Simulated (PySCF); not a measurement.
C2H3ClFGa, SMILES [CH](=C)[Ga]([F])[Cl].

Geometry: ωB97X-D3(BJ)/def2-SVP. The structure was generated by enumeration; whether it is a known compound was not checked. Other conformers were not sampled.

Two levels are set side by side: PBE/def2-TZVP (PySCF) and CAM-B3LYP/def2-TZVP (PySCF). Same geometry, gas phase. Differences are taken from unrounded values.

| quantity | PBE |
|---|---|
| orbital gap (eV) | 4.95 |
| highest occupied level (eV) | -7.63 |
| lowest empty level (eV) | -2.68 |
| dipole moment (D) | 3.23 |
| mean polarisability (bohr³) | 61.5 |

Q: These are the PBE values. What does CAM-B3LYP give? (The exact figures need the calculation; the answer reports its results.)

A: 
```csv
quantity,CAM-B3LYP,PBE minus CAM-B3LYP
orbital gap (eV),9.34,-4.39
highest occupied level (eV),-10.12,2.49
lowest empty level (eV),-0.78,-1.90
dipole moment (D),3.35,-0.12
mean polarisability (bohr³),58.4,3.0
```

Without exact exchange PBE keeps part of each electron's self-repulsion, which lifts occupied levels and narrows the gap. PBE's more diffuse valence density responds more strongly to a field. Differences between two approximate levels are no errors against the true value.

Rough cost on one machine, each run with all the roots and properties that it gave: CAM-B3LYP against PBE within a factor of 2.
